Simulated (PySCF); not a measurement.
Molecule: C3H12OSi2, SMILES CC(C)[SiH2]O[SiH3], singlet. Atoms near the plane z = 0.0 Å, at the GFN2-xTB optimised geometry (x, y, z in Å): C2 (1.4, -0.3, 0.0), C3 (2.9, -0.3, 0.0), Si4 (0.7, 1.4, 0.0), O5 (-0.9, 1.4, 0.0), Si6 (-2.5, 0.9, 0.2), H10 (1.0, -0.8, -0.9), H11 (3.3, 0.1, 0.9), H12 (3.3, -1.3, 0.0), H13 (3.3, 0.2, -0.9), H16 (-2.6, -0.3, -0.6), H17 (-3.3, 2.0, -0.3).

Level of theory: PySCF 2.14.0 with B3LYP/def2-SVP. Cells within 0.4 Å of a nucleus heavier than hydrogen are left out (blank, or x). The values are rescaled to run from 0 to 1.

```
|4444444444444444444444444444444|
|4444444444444444444444444444444|
|4444444444444444444444444444444|
|4444444444444444444444444444444|
|4444444444444444444444444444444|
|4444444444444444444444444444444|
|4444444444444444443444444444444|
|4444443444444444333334444444444|
|4444333344455544333334444444444|
|4444332334556654333334444444444|
|44443323345697544x3344444444444|
|444433333445xx34xx4544444444444|
|44444333xx43xx244x6654444444444|
|44444444xx331134678764433444444|
|4444444444433334679864333444444|
|4444444554443344579x532x3444444|
|444444455444444455xx22xxx544444|
|4444444444444444432012356554444|
|4444444444444444332223456654444|
|4444444444444444433334456554444|
|4444444444444444444444455544444|
|4444444444444444444444444444444|
|4444444444444444444444444444444|
|4444444444444444444444444444444|
|4444444444444444444444444444444|
|4444444444444444444444444444444|
|4444444444444444444444444444444|
|4444444444444444444444444444444|
|4444444444444444444444444444444|
|4444444444444444444444444444444|
|4444444444444444444444444444444|
```
Scale: ten equal steps from 0.000 (start of '0') to 1.00 (end of '9'), in the order '0123456789'; x runs from -5.50 to 5.50, y from -5.50 (bottom) to 5.50 (top).

Question: Which quantity is mapped?
(A) log10 of the electron density
(B) an orbital amplitude
(C) electron localisation function
(D) deformation density (molecule minus spherical neutral atoms)

Answer: B, an orbital amplitude. In full: HOMO amplitude (bohr^(-3/2)), clipped to [-0.25, 0.25].
